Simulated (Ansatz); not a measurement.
Stepwise reaction of `N[Si]([SiH3])(Cl)Cl` with hydrogen fluoride, as a gas-phase model of exchange steps in deposition or etching. ΔE in kJ/mol; ΔG adds harmonic PBE0-D4 terms to CCSD(T)/CBS, at 1 bar.

Gas-phase electronic energies from Ansatz, PBE0-D4/def2-TZVP geometries. CBS: MP2 limit from def2 TZ/QZ plus the TZ coupled-cluster correction, frozen cores. This one scheme is used for every species. DFT in def2-TZVPP. B3LYP here is the variant with VWN-RPA as its local correlation; programs differ in this. One conformer a species, not always the lowest.

```json
{"step": "1", "reaction": "`N[Si]([SiH3])(Cl)Cl` + H–F → `N[Si](F)([SiH3])Cl` + HCl", "PBE-D4": "-34.8", "B3LYP-D4": "-44.2", "ωB97M-V": "-43.0", "CCSD(T)/CBS": "-39.7", "ΔG(500 K)": "-46.2"}
{"step": "2", "reaction": "`N[Si](F)([SiH3])Cl` + H–F → `N[Si](F)(F)[SiH3]` + HCl", "PBE-D4": "-39.7", "B3LYP-D4": "-49.5", "ωB97M-V": "-48.8", "CCSD(T)/CBS": "-46.2", "ΔG(500 K)": "-51.1"}
```

(1) By hand: ΔE of the 2 steps together at CCSD(T)/CBS.

Results:

(1) (-39.7) + (-46.2) = -85.9 kJ/mol, or -43.0 kJ/mol a step.

In ΔE each step is lower than the one before. All are downhill at CCSD(T)/CBS. ΔG lies between -51.1 and -46.2 kJ/mol a step. PBE-D4 differs from CCSD(T)/CBS by 4.9 to 6.5 kJ/mol a step. Only this route is followed, and other bonds may react first. Isolated molecules leave out the surface, adducts and barriers. Largest T1 diagnostic: 0.012.
